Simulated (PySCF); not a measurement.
HO2, SMILES O[O] (connectivity only; charge and spin as stated), charge -1, multiplicity 1. Atoms are numbered in the order given.

```xyz
3

O      0.0164     0.8105     0.0000
O     -0.1182    -0.6935     0.0000
H      0.8143    -0.9358     0.0000
```
Charge -1, spin multiplicity 1.

The structure is a stationary point at B3LYP-D3(BJ)/def2-TZVPD. The spin state was assumed, not searched. The isomer is the one that the SMILES or the coordinates give; other isomers of the formula were not compared.

Calculation: B3LYP-D3(BJ)/def2-TZVPD (PySCF).

No scaling factor is applied to the harmonic values.

| mode | ν (cm⁻¹) | IR (km/mol) | Raman (Å⁴/amu) | depolarisation | moving atoms (share of kinetic energy) |
|---|---|---|---|---|---|
| 1 | 791 | 18.6 | 11.5 | 0.71 | O 99 % |
| 2 | 1142 | 18.8 | 7.3 | 0.32 | H 90 %, O 10 % |
| 3 | 3749 | 6.8 | 210.6 | 0.31 | H 94 % |
